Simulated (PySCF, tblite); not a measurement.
Isomers of C9H9 (doublet state). Method: GFN2-xTB as coded in tblite; computed harmonic values from a numerical Hessian at the method's own geometry, unscaled. Errors from tens to a few hundred cm⁻¹ against measured bands are possible. One conformer each. Open shells enter through the occupations alone, without spin polarisation, and single modes of such species can be off by tens of per cent.

Electronic energies: B3LYP/pcH-1 single points on the GFN2-xTB geometries (PySCF, gas phase).

| SMILES | electronic energy, lowest = 0 (kcal/mol) |
| --- | --- |
| C#CC1([CH]C=C=C)CC1 | 88.1 |
| C=C1C=C[C]=C1/C=C/C | 62.4 |
| [CH2]c1ccc(C=C)cc1 | 0.0 |
| C#CC(=[C]\C=C)/C=C\C | 81.8 |
| C#C[C@]1(CC=C=C)[CH]C1 | 113.5 |
| [CH]=C=CCC1(C#C)CC1 | 95.0 |
| C#CC#C[C@H]([C]=C)CC | 103.3 |

Problem. How do GFN2-xTB zero-point energies change the relative energies?

Solution. 
```tsv
SMILES	ZPE (kcal/mol)	of it from modes above 1550 cm⁻¹	electronic (kcal/mol)	with ZPE, lowest = 0 (kcal/mol)	lowest mode (cm⁻¹)	rings
[CH2]c1ccc(C=C)cc1	90.1	44.4	0.0	0.0	60	1
C=C1C=C[C]=C1/C=C/C	89.2	46.5	62.4	61.5	75	1
C#CC(=[C]\C=C)/C=C\C	86.8	48.0	81.8	78.5	38	0
C#CC1([CH]C=C=C)CC1	87.2	45.9	88.1	85.2	74	1
[CH]=C=CCC1(C#C)CC1	87.6	46.5	95.0	92.5	28	1
C#CC#C[C@H]([C]=C)CC	86.7	48.0	103.3	99.9	54	0
C#C[C@]1(CC=C=C)[CH]C1	86.8	45.7	113.5	110.2	45	1
```

The zero-point energies span 3.4 kcal/mol, from `C#CC#C[C@H]([C]=C)CC` to `[CH2]c1ccc(C=C)cc1`. The order is unchanged.

Problem. And how do the electronic energies of GFN2-xTB itself compare?

Solution. `[CH2]c1ccc(C=C)cc1` 0.0; `C=C1C=C[C]=C1/C=C/C` 59.4; `C#CC(=[C]\C=C)/C=C\C` 78.3; `C#CC1([CH]C=C=C)CC1` 74.2; `[CH]=C=CCC1(C#C)CC1` 79.3; `C#CC#C[C@H]([C]=C)CC` 98.4; `C#C[C@]1(CC=C=C)[CH]C1` 103.7 kcal/mol, lowest = 0. Against the energies above, taken from the same isomer `[CH2]c1ccc(C=C)cc1`, the largest difference is 15.7 kcal/mol.

Problem. What do entropy and thermal enthalpy add at 298.15 K and 1 bar (rigid rotor, harmonic oscillator, one conformer each)?

Solution. 
| SMILES | point group | symmetry number | S (cal/(mol K)) | H − H(0) (kcal/mol) | ZPE + H − H(0) − TS (kcal/mol) |
| --- | --- | --- | --- | --- | --- |
| [CH2]c1ccc(C=C)cc1 | Cs | 1 | 90.1 | 5.81 | 69.1 |
| C=C1C=C[C]=C1/C=C/C | Cs | 1 | 95.3 | 6.43 | 67.2 |
| C#CC(=[C]\C=C)/C=C\C | C1 | 1 | 104.5 | 7.48 | 63.1 |
| C#CC1([CH]C=C=C)CC1 | Cs | 1 | 99.0 | 6.95 | 64.6 |
| [CH]=C=CCC1(C#C)CC1 | C1 | 1 | 101.5 | 7.06 | 64.3 |
| C#CC#C[C@H]([C]=C)CC | C1 | 1 | 106.3 | 7.74 | 62.8 |
| C#C[C@]1(CC=C=C)[CH]C1 | C1 | 1 | 100.3 | 6.99 | 63.9 |

S holds R ln(2S + 1) for the spin.
